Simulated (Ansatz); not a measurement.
All numbers were calculated with Ansatz.

A structure relaxed at PBE0-D4/def2-TZVP, charge 0, multiplicity 1:

```tsv
atom	x (Å)	y (Å)	z (Å)
C1	-2.010	-0.539	1.384
Si2	-1.021	0.105	-0.043
F3	-1.510	1.612	-0.309
N4	0.661	0.062	0.281
Si5	1.951	-0.160	-0.845
O6	1.956	0.964	-2.043
H7	-3.080	-0.452	1.185
H8	-1.794	0.026	2.295
H9	-1.778	-1.590	1.571
H10	-1.240	-0.634	-1.308
H11	0.950	0.281	1.224
H12	3.195	-0.122	-0.030
H13	1.825	-1.440	-1.575
H14	1.895	1.886	-1.788
```

Problem. Give its formula and SMILES.

Solution. CH8FNOSi2, `C[SiH](F)N[SiH2]O`.

Problem. Point group (tolerance 0.08 Å, 0.16 Å for H)?

Solution. C1.

Problem. Summarise the bond lengths by kind.

Solution. 1 × C–Si 1.851 Å; 3 × C–H 1.092 to 1.094 Å; 1 × F–Si 1.607 Å; 2 × N–Si 1.714 to 1.726 Å; 3 × H–Si 1.479 to 1.488 Å; 1 × H–N 1.010 Å; 1 × O–Si 1.643 Å; 1 × H–O 0.959 Å.
